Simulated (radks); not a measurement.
Species: Cd I. Configuration: [Kr] 4d9 5s2 6s1 (not the ground configuration). Calculated with a radial shooting solver on a logarithmic mesh with Libxc functionals: Dirac Kohn-Sham, exchange-only LDA, spin-unpolarised, spherical densities, finite nucleus; open shells fill j = l - 1/2 first; Fermi nuclear charge, rms radius 4.6087 fm.

Spin-orbit splittings of the eigenvalues, e(l+1/2) - e(l-1/2), with zeta = 2 splitting/(2l+1) and mean radii in bohr:

shell  occ.  splitting (eV)  zeta (eV)  <r> j=l-1/2  <r> j=l+1/2
2p        6           192.1      128.1       0.1113       0.1165
3p        6           34.31      22.87       0.3499       0.3610
3d       10           6.980      2.792       0.3329       0.3365
4p        6           5.967      3.978       0.9335       0.9643
4d        9          0.7492     0.2997        1.228        1.245
5p        0          0.3598     0.2399        3.365        3.513
5d        0        0.002845   0.001138        11.39        11.46
